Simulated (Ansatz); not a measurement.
Cost and result up the ladder for AsH2(OMe) (CH5AsO) (8 atoms). Charge 0, multiplicity 1. Geometry: B3LYP-D4/def2-TZVP.

```xyz
8

As    1.586   -0.059    0.130
H     2.338    0.587   -1.030
H     1.558    1.274    0.903
O    -0.022    0.111   -0.695
C    -1.132   -0.382    0.037
H    -0.978   -1.411    0.384
H    -1.991   -0.368   -0.635
H    -1.358    0.249    0.905
```

Ansatz on 4 threads of Arm Neoverse V1 on a shared host. Times are rough, and most runs start from the orbitals of an earlier one. ωB97M-V/def2-TZVP serves as the yardstick here, not as an exact answer. Differences are given only for rows in sets of like size (and for xTB, whose basis is part of the method), since another set adds its own error. Binding counts from free atoms at the same level (As quartet, H doublet, O triplet, C triplet; other spins of the atoms weren't run), without zero-point energy or a counterpoise term.

Correlated methods freeze 11 core orbitals; core or outer-core shells of As are correlated, in sets that lack core-valence functions.

Correlated methods converge slowly with the basis.

```
                     level  functions  wall time  binding energy per atom (eV)  difference from ωB97M-V/def2-TZVP (eV)
                 HF/STO-3G         33     0.15 s                          2.81                                       –
     LDA (SPW92)/def2-TZVP        140      0.6 s                          3.84                                    0.53
           PBE-D4/def2-SVP         85      0.6 s                          3.38                                       –
HF/def2-TZVP (with forces)        140     0.85 s                          2.26                                   -1.06
          PBE0-D4/def2-SVP         85     0.85 s                          3.30                                       –
          PBE-D4/def2-TZVP        140      0.9 s                          3.37                                    0.06
       revPBE-D4/def2-TZVP        140     0.95 s                          3.29                                   -0.02
             MP2/def2-TZVP        140     0.95 s                          3.18                                   -0.13
         PBE0-D4/def2-TZVP        140      1.4 s                          3.29                                   -0.02
       r2SCAN-D4/def2-TZVP        140      1.9 s                          3.31                                    0.00
         ωB97M-V/def2-TZVP        140      3.9 s                          3.31                                    0.00
         ωB97X-V/def2-TZVP        140      4.3 s                          3.34                                    0.03
        CCSD(T)/def2-TZVPP        180       44 s                          3.23                                   -0.08
```
